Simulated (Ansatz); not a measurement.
Geometry optimisation, RKS B3LYP/def2-SVP (Ansatz 0.2.0).

The input (input.yaml):

```yaml
crystal:
  periodic: [false, false, false]
  atoms:
    - { symbol: Ga, position_ang: [0.255597, -9.8e-05, -0.181229] }
    - { symbol: Cl, position_ang: [0.782253, 0.005498, 1.965079] }
    - { symbol: H, position_ang: [1.784388, -0.006891, -0.449754] }
    - { symbol: C, position_ang: [-1.564008, 0.0019, -0.892711] }
    - { symbol: H, position_ang: [-2.077208, -0.918251, -0.570437] }
    - { symbol: H, position_ang: [-2.113744, 0.863026, -0.48099] }
    - { symbol: H, position_ang: [-1.571378, 0.054815, -1.990458] }
basis:
  gaussian: { orbitals: def2-SVP }
hamiltonian:
  xc: b3lyp
relax:
  f_tol: 0.03
  max_steps: 50
```

Run as:

```bash
$ ansatz run input.yaml --threads 2 --pin off --max-ram 3072MiB --backend cpu --events-out ev --progress --plain --runs-dir out
```

Question: Where does it end, and by what steps?

Answer: The forces met the threshold. After 4 steps the energy has fallen by 0.402 eV; H3 moved furthest, 0.38 Å.

| step | energy less start (eV) | largest force component (eV/Å) | accepted |
| --- | --- | --- | --- |
| 0 | 0.0000 | 1.175 | yes |
| 1 | -0.3006 | 0.553 | yes |
| 2 | -0.3933 | 0.329 | yes |
| 3 | -0.4014 | 0.103 | yes |
| 4 | -0.4020 | 0.013 | yes |

```xyz
7
Properties=species:S:1:pos:R:3
Ga 0.333 0.000 -0.100
Cl 0.481 0.007 2.077
H 1.721 -0.009 -0.827
C -1.490 0.002 -0.841
H -2.014 -0.916 -0.530
H -2.054 0.860 -0.441
H -1.482 0.055 -1.939
```

Whether the end is a true minimum wasn't checked by a vibrational analysis.

The run took 11 s on 2 threads of Arm Neoverse V1, with other jobs on the host, peak memory 0.17 GiB.
